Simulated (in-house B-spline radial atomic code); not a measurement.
# Ionising the gold ion Au⁺ with different functionals

Computed with a B-spline radial code for spherical atoms: four-component Dirac-Coulomb Hamiltonian, Fermi nucleus of rms radius 5.4371 fm, spin-restricted, spherical fractional occupations for the functionals, and exact exchange of hybrids averaged over the configuration. The ionisation energy is the difference of two self-consistent energies, [Xe] 4f14 5d10 → [Xe] 4f14 5d9, without Breit or QED terms; ε is the level of the shell that loses the electron (mean over j). The electron is taken from both j subshells in proportion to 2j + 1, so the result is a j average, not the step between ground levels.

```csv
method,rung,ΔSCF (eV),-ε(5d) (eV)
PBE0,global hybrid,?,?
B97-1,global hybrid,?,?
LC-wPBE,range-separated hybrid,20.79,19.66
HSE06,range-separated hybrid,20.96,16.54
```

Question: What does PBE0 give?

Answer: ΔSCF 20.97 eV, and -ε(5d) = 16.95 eV.

Question: What does B97-1 give?

Answer: ΔSCF 20.95 eV, and -ε(5d) = 16.64 eV.

Question: Among the functionals, which spreads more, the ΔSCF values or the orbital energies?

Answer: The orbital energies: ΔSCF values span about 0.18 eV and the orbital energies 3.12 eV; here energy differences depend much less on the functional than eigenvalues do.

Question: How do they compare with the NIST value?

Answer: NIST lists 20.20 eV ± 0.025 (measured, ground level to ground level). Errors run from +0.59 to +0.76 eV. The correlated functionals all miss on the same side by more than they spread, so the cause is common to them (Breit-QED terms, spin polarisation, the choice among j levels, multiplet and fine-structure energies, or a listed next ion that isn't the cheapest removal here) and closeness doesn't rank the functionals.
